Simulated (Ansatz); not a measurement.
**What each rung costs, and what it gives**

Saddle point of SiH3ClOF2, singlet (SiHClF₂ ([F][SiH]([F])[Cl]) + H₂O → SiH₂OF₂ ([OH][SiH]([F])[F]) + HCl; bonds formed: Si1–O7, Cl2–H6; bonds broken: Si1–Cl2, H6–O7), PBE0-D4/def2-TZVP structure:

```json
{"atom": "Si1", "x (Å)": "-0.5492", "y (Å)": "-0.3598", "z (Å)": "-0.2751"}
{"atom": "Cl2", "x (Å)": "1.6319", "y (Å)": "0.2528", "z (Å)": "-1.3981"}
{"atom": "F3", "x (Å)": "0.0059", "y (Å)": "-1.8322", "z (Å)": "-0.1637"}
{"atom": "F4", "x (Å)": "-1.7896", "y (Å)": "-0.4401", "z (Å)": "0.7412"}
{"atom": "H5", "x (Å)": "-1.1667", "y (Å)": "0.1196", "z (Å)": "-1.5048"}
{"atom": "H6", "x (Å)": "1.2339", "y (Å)": "0.8019", "z (Å)": "0.1477"}
{"atom": "O7", "x (Å)": "0.3180", "y (Å)": "0.7830", "z (Å)": "0.7466"}
{"atom": "H8", "x (Å)": "0.3157", "y (Å)": "0.6748", "z (Å)": "1.7062"}
```

Barriers are electronic and count from the start structure reached by relaxing down the imaginary mode.

Program: Ansatz 0.2.0. Basis: as named in each row. Cores are frozen in the correlated methods. B3LYP uses VWN-RPA correlation. Extrapolation: Hartree–Fock as exp(−7.88 √X), correlation as X^−2.97.

Times are rough, for one single point on 4 threads of a shared host (Arm Neoverse V1).

The estimate by CCSD(T) at an estimated basis limit (MP2 extrapolated from triple and quadruple zeta, plus CCSD(T) − MP2 in triple zeta) is 82.4 kJ/mol.

```json
{"method": "HF", "basis": "STO-3G", "time (s)": "under 1", "barrier (kJ/mol)": "53.3", "method less estimate": "-29.1"}
{"method": "PBE-D4", "basis": "STO-3G", "time (s)": "under 1", "barrier (kJ/mol)": "-62.9", "method less estimate": "-145.3"}
{"method": "SPW92", "basis": "def2-SVP", "time (s)": "under 1", "barrier (kJ/mol)": "7.7", "method less estimate": "-74.7"}
{"method": "PBE-D4", "basis": "def2-SVP", "time (s)": "under 1", "barrier (kJ/mol)": "50.8", "method less estimate": "-31.6"}
{"method": "PBE0-D4", "basis": "def2-SVP", "time (s)": "1", "barrier (kJ/mol)": "60.5", "method less estimate": "-21.9"}
{"method": "B3LYP-D4", "basis": "6-31G", "time (s)": "1", "barrier (kJ/mol)": "23.1", "method less estimate": "-59.3"}
{"method": "SPW92", "basis": "def2-TZVPP", "time (s)": "2", "barrier (kJ/mol)": "21.6", "method less estimate": "-60.8"}
{"method": "PBE-D4", "basis": "def2-TZVPP", "time (s)": "2", "barrier (kJ/mol)": "62.9", "method less estimate": "-19.5"}
{"method": "BLYP-D4", "basis": "def2-TZVPP", "time (s)": "2", "barrier (kJ/mol)": "76.2", "method less estimate": "-6.3"}
{"method": "B3LYP-D4", "basis": "def2-TZVPP", "time (s)": "3", "barrier (kJ/mol)": "79.2", "method less estimate": "-3.2"}
{"method": "BHLYP-D4", "basis": "def2-TZVPP", "time (s)": "3", "barrier (kJ/mol)": "86.9", "method less estimate": "4.5"}
{"method": "PBE0-D4", "basis": "def2-TZVPP", "time (s)": "4", "barrier (kJ/mol)": "69.7", "method less estimate": "-12.7"}
{"method": "CAM-B3LYP-D4", "basis": "def2-TZVPP", "time (s)": "4", "barrier (kJ/mol)": "75.3", "method less estimate": "-7.1"}
{"method": "r2SCAN-D4", "basis": "def2-TZVPP", "time (s)": "4", "barrier (kJ/mol)": "65.8", "method less estimate": "-16.6"}
{"method": "CCSD(T)", "basis": "def2-SVP", "time (s)": "4", "barrier (kJ/mol)": "98.8", "method less estimate": "16.4"}
{"method": "wB97M-V", "basis": "def2-SVP", "time (s)": "6", "barrier (kJ/mol)": "64.5", "method less estimate": "-17.9"}
{"method": "r2SCAN0-D4", "basis": "def2-TZVPP", "time (s)": "6", "barrier (kJ/mol)": "70.2", "method less estimate": "-12.2"}
{"method": "RPA on PBE", "basis": "def2-TZVPP", "time (s)": "6", "barrier (kJ/mol)": "89.8", "method less estimate": "7.4"}
{"method": "B2PLYP", "basis": "def2-TZVPP", "time (s)": "6", "barrier (kJ/mol)": "81.5", "method less estimate": "-0.9"}
{"method": "PBE-QIDH", "basis": "def2-TZVPP", "time (s)": "6", "barrier (kJ/mol)": "75.1", "method less estimate": "-7.3"}
{"method": "B97M-V", "basis": "def2-TZVPP", "time (s)": "6", "barrier (kJ/mol)": "82.8", "method less estimate": "0.4"}
{"method": "wB97X-V", "basis": "def2-TZVPP", "time (s)": "8", "barrier (kJ/mol)": "79.6", "method less estimate": "-2.8"}
{"method": "wB97M-V", "basis": "def2-TZVPP", "time (s)": "8", "barrier (kJ/mol)": "75.5", "method less estimate": "-6.9"}
{"method": "MP2", "basis": "def2-QZVPP", "time (s)": "22", "barrier (kJ/mol)": "79.2", "method less estimate": "-3.2"}
{"method": "CCSD(T)", "basis": "def2-TZVPP", "time (s)": "110", "barrier (kJ/mol)": "85.6", "method less estimate": "3.2"}
```

All methods are single points on the PBE0-D4 structures; a negative value means that the method puts the saddle structure below the start.

T1 diagnostic: at most 0.011.

The step is the kind of ligand exchange by which a precursor binds to a hydroxyl group, or is hydrolysed, in atomic layer deposition of oxides.

Labels in which every atom is bracketed show which atoms are joined, not bond orders.
